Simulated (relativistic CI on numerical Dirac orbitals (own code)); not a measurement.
**How well does a small relativistic CI reproduce Bi II?**

Computed by Dirac-Coulomb-Breit CI, orbitals from a KLI potential per configuration, QED by a radiative potential, valence Slater integrals scaled by 0.85, P86 correlation energy added to each configuration (own radial code, finite nucleus).

Configuration list (outside the closed core [Xe] 4f14 5d10): 6s²6p², 6s²6p7s, 6s6p³, 6s²6p6d, 6s²6p7p, 6s²6p5f, 6s²6p7d, 6s²6d², 6p⁴, 6s²6p8s, 6s²6p8p, 6s6p²6d, 6s²5f², 6s²6p6f, 6s²6p8d, 6s²6p5g. Levels of other configurations are missing.

```csv
Configuration,Term (tabulated),J,Measured (cm⁻¹),Computed,Error,Purity (%)
6s²6p²,"(1/2,1/2)",0,0.0,0,0,81
6s²6p²,"(3/2,1/2)",1,13325.4,13173,-152,99
6s²6p²,"(3/2,1/2)",2,17031.7,17298,266,53
6s²6p²,"(3/2,3/2)",2,33938.7,34011,72,53
6s²6p²,"(3/2,3/2)",0,44173.8,43434,-740,79
6s²6p7s,"(1/2,1/2)°",0,69133.9,72718,3584,99
6s²6p7s,"(1/2,1/2)°",1,69598.5,73169,3571,69
6s²6p7s,"(3/2,1/2)°",2,88771.4,93121,4349,99
6s²6p7s,"(3/2,1/2)°",1,89885.7,94121,4236,56
6s²6p7p,"(3/2,3/2)",3,108280.7,111616,3336,93
```

Measured levels from NIST Handbook of Basic Atomic Spectroscopic Data (Sansonetti and Martin, J. Phys. Chem. Ref. Data 34, 1559 (2005)); pairs were made by configuration, J and term (by order where the table uses no LS term), so strongly mixed levels may be paired wrongly.

Mean error by configuration (cm⁻¹): 6s²6p² -138; 6s²6p7s 3935; 6s²6p7p 3336. Over the excited levels the mean absolute error is 2256 cm⁻¹ (9 of the 25 excited levels that our extract of the source holds in range could be paired, and the others can miss by more), and the median relative error of those above 1,000 cm⁻¹ is 3.1 %.

Transition probabilities of persistent lines. The last column rescales the computed rate by the cube of measured over computed energy:

```
λ measured (Å)              Lower                Upper  A tabulated (s⁻¹)  A computed  A rescaled
1436.81 vacuum  6s²6p² (1/2,1/2)0  6s²6p7s (1/2,1/2)°1           3.47e+08    3.28e+08    2.82e+08
1777.05 vacuum  6s²6p² (3/2,1/2)1  6s²6p7s (1/2,1/2)°1           9.70e+07    1.90e+08    1.57e+08
1791.84 vacuum  6s²6p² (3/2,1/2)1  6s²6p7s (1/2,1/2)°0           6.41e+08    1.00e+09    8.23e+08
1902.34 vacuum  6s²6p² (3/2,1/2)2  6s²6p7s (1/2,1/2)°1           3.55e+08    6.46e+08    5.38e+08
```
